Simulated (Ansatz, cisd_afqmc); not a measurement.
System: S, charge 1, quartet.

Total energies in aug-cc-pV(D+d)Z, 5 correlated electrons, 5 frozen orbitals. Radicals and triplets start from unrestricted determinants; spin-orbit coupling is neglected. Correlated methods leave the cores frozen. No relativity. AFQMC/CISD: phaseless, guided by CISD from CCSD amplitudes; bars are statistical, one sigma. Outlying blocks are dropped, and bars are widened where a walk drifts. Over all cases where full CI ran beside it in this data, AFQMC minus full CI had a median of +0.1 mEh and passed +0.4 mEh in a tenth of the cases. Full CI freezes restricted core orbitals and the other rows unrestricted ones, which leaves a small offset even where coupled cluster is exact.

```tsv
method	program	energy (Eh)	error against FCI (mEh)
HF	Ansatz	-397.15977	93.94
MP2	Ansatz	-397.23163	22.08
CCSD	Ansatz	-397.25192	1.79
CCSD(T)	Ansatz	-397.25328	0.43
CCSDT(Q)	Ansatz	-397.25372	-0.01
CCSDTQ	Ansatz	-397.25375	-0.05
AFQMC/CISD	cisd_afqmc	-397.2537 ± 0.0001	0.0 ± 0.1
FCI	Ansatz	-397.25371	0.00
```

Ansatz is an electronic-structure program.
